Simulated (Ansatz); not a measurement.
Reaction (ligand exchange at the Si–Te bond): `OB(O)[Te][SiH3]` + `[OH][In]([SH])[Br]` → `[SiH3][O][In]([SH])[Br]` + `OB(O)[TeH]`

Gas-phase electronic energies from Ansatz, PBE0-D4/def2-TZVP geometries. CCSD(T)/CBS adds triple-zeta CCSD(T) − MP2 to the extrapolated MP2 energy (def2 sets, frozen cores). DFT in def2-TZVPP. def2 core potentials past Kr. For Br, In, Te outer-core shells are correlated without core-valence functions, which leaves a few kJ/mol of doubt a bond. Scalar relativity is left out up to krypton. Each species was taken in one conformer, which may not be the lowest.

Q: Is it downhill or uphill in electronic energy at CCSD(T)/CBS, and by how much? (Estimate.)

A: The calculation gave: Downhill: ΔE = -0.36 eV.

Q: What do these levels give: PBE, r2SCAN, PBE0, HF/def2-TZVPP, MP2/def2-QZVPP, MP2/CBS(def2)? (Estimate.)

A: The calculation gave: PBE -0.15, r2SCAN -0.31, PBE0 -0.22, HF/def2-TZVPP -0.64, MP2/def2-QZVPP -0.33, MP2/CBS(def2) -0.30 eV.

Largest T1 diagnostic among the species: 0.013.

From PBE to PBE0 (25 % exact exchange), in def2-TZVPP and without D4, ΔE moves by −0.07 eV. In def2-TZVPP, CCSD(T) changes the Hartree–Fock value by +0.23 eV (the triples alone add +0.04 eV) and MP2 by +0.28 eV.
